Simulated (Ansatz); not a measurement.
Molecule: sum formula SiBr2Cl (charge 0, doublet). It need not be the lowest isomer of its formula. SMILES: [Si](Br)(Cl)Br
Coordinates optimised at B3LYP-D3(BJ)/def2-TZVP (Ansatz, a program for electronic structure):
```
Si
Cl 1 2.0607
Br 1 2.2341 2 109.41
Br 1 2.2341 2 109.41 3 120.93
```
Charge 0, spin multiplicity 2.

Property: vertical ionisation energy (to the singlet state of charge +1; each state is the SCF solution reached for its spin), in eV. Correlated levels leave the core frozen unless marked. UHF or UKS for open shells. Spin-orbit coupling is left out. Frozen are the shells of the preceding noble gas and the d and f shells that filled before the atom's block. No relativistic terms. Basis-set limits of correlation are two-point, X^-3; Hartree-Fock from the larger set. The bracket is a focal-point correction in the basis named.

```json
[
 {"level": "HF/def2-SVPD", "program": "Ansatz", "vertical ionisation energy (eV)": "9.07"},
 {"level": "HF/def2-TZVPPD", "program": "Ansatz", "vertical ionisation energy (eV)": "8.95"},
 {"level": "PBE/def2-TZVPD", "program": "Ansatz", "vertical ionisation energy (eV)": "8.70"},
 {"level": "PBE0/def2-TZVPD", "program": "Ansatz", "vertical ionisation energy (eV)": "8.99"}
]
```

Question: What does RI-MP2/CBS(def2-TZVPPD,def2-QZVPPD)+[CCSD(T)-MP2]/def2-TZVPPD (Ansatz) give?

Answer: 8.91 eV
